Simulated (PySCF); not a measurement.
Ga(Me)(NH2) (CH5GaN), SMILES [NH2][Ga][CH3], multiplicity 2. Atoms are numbered in the order given.

```xyz
8

Ga     0.3882     0.0451     0.0000
C     -0.5671    -1.7072     0.0000
H     -0.2891    -2.2892    -0.8911
H     -1.6554    -1.5368     0.0000
H     -0.2891    -2.2892     0.8911
N     -0.6388     1.5575     0.0000
H     -1.6543     1.5565     0.0000
H     -0.2718     2.5016     0.0000
```
Charge 0, spin multiplicity 2.

Geometry optimised at PBE0-D3(BJ)/def2-SVP. The spin state was assumed, not searched. The isomer is the one that the SMILES or the coordinates give; other isomers of the formula were not compared. Other conformers were not sampled.

Calculation: PBE/def2-TZVPD (PySCF).

Mulliken values depend strongly on the basis, most of all with diffuse functions as here. ESP charges are fitted to the potential on shells at 1.4 to 2.0 van der Waals radii. Atomic charges (e):

```tsv
atom	Mulliken	ESP fit	meta-Löwdin	Mulliken spin
Ga1	-0.01	0.11	0.34	0.76
C2	-0.71	-0.04	-0.55	0.19
H3	0.21	0.01	0.13	-0.01
H4	0.21	0.05	0.13	0.02
H5	0.21	0.01	0.13	-0.01
N6	-0.26	-0.69	-0.63	0.03
H7	0.19	0.29	0.22	0.02
H8	0.17	0.27	0.23	0.00
```
